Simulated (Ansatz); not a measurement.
`[BH2][AlH2]` + `N[SiH2][GeH3]` → `[AlH2][NH][SiH2][GeH3]` + BH₃ at 600 K and 1 bar (cleavage of the Al–B bond).

Isolated molecules relaxed with PBE0-D4/def2-TZVP in Ansatz; ΔE leaves out vibrations. CBS: MP2 limit from def2 TZ/QZ plus the TZ coupled-cluster correction, frozen cores. This one scheme is used for every species. For Ge outer-core shells are correlated without core-valence functions, which leaves a few kJ/mol of doubt a bond. Scalar relativity is left out up to krypton. Each species was taken in one conformer, which may not be the lowest.

| species | CCSD(T)/CBS energy (Eh) | H − E (kJ/mol) | S (J/(mol·K)) |
| --- | --- | --- | --- |
| `[BH2][AlH2]` | -269.14094 | 122.4 | 316.9 |
| `N[SiH2][GeH3]` | -2424.12162 | 234.0 | 430.6 |
| `[AlH2][NH][SiH2][GeH3]` | -2666.76326 | 261.2 | 506.3 |
| BH₃ | -26.55200 | 91.5 | 217.3 |

H − E and S are ideal-gas, rigid-rotor, harmonic terms from PBE0-D4/def2-TZVP, for one conformer and one mirror image of each species. 1 Eh = 2625.50 kJ/mol, R = 8.31446 J/(mol·K).

Task: By hand: ΔE, ΔH, ΔS and ΔG.

Result: ΔE = (-2666.76326) + (-26.55200) − (-269.14094) − (-2424.12162) = -0.05270 Eh = -138.4 kJ/mol. Δ(H − E) = 261.2 + 91.5 − 122.4 − 234.0 = -3.7, so ΔH = -142.1 kJ/mol. ΔS = 506.3 + 217.3 − 316.9 − 430.6 = -23.9 J/(mol·K). ΔG = -142.1 − 600 × (-23.9)/1000 = -127.8 kJ/mol.

Task: By hand: the equilibrium constant, and the temperature at which ΔG would vanish if ΔH and ΔS stayed fixed.

Result: log₁₀ K = −ΔG/(RT ln 10) = 11.1. ΔG = 0 at ΔH/ΔS = 5946 K, far beyond where these terms or the molecules hold.

ΔH outweighs TΔS. A doubt of 5 kJ/mol in ΔE shifts log₁₀ K by 0.4 here. Other conformers and mirror images would add mixing entropy, several J/(mol·K) or more a flexible species. Modes under 60 cm⁻¹, often nearly free rotors, make the harmonic entropy too high. These are equilibria of isolated gas molecules and say nothing of rates. Largest T1 diagnostic: 0.012 (customary marks: 0.02 for closed shells, 0.045 for open ones).
